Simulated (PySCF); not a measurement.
CH₇F₂NSi₂, SMILES [SiH2]([Si](C)(F)F)N. The structure is a stationary point at ωB97X-D3(BJ)/def2-SVP. The structure was generated by enumeration, and PubChem lists no compound with its InChIKey, so it may never have been made. The values are those of a single conformer.

### Question
Give the equilibrium geometry at ωB97X-D3(BJ)/def2-SVP (PySCF confirms it by a frequency run) as a Z-matrix. (The exact figures need the calculation; the answer reports its results.)

### Answer
Several could match; the one computed here: 
```
Si
F 1 1.6284
F 1 1.6345 2 106.06
C 1 1.8539 2 109.23 3 -116.48
H 4 1.1015 1 111.14 2 61.63
H 4 1.1016 5 108.54 1 121.98
H 4 1.1018 5 108.67 6 117.46
Si 1 2.3230 2 112.09 3 114.49
N 8 1.7411 1 102.06 2 -163.13
H 9 1.0152 8 120.38 1 -170.11
H 9 1.0161 10 110.42 8 142.34
H 8 1.4931 9 108.52 10 -52.54
H 8 1.4988 12 107.05 9 -126.99
```
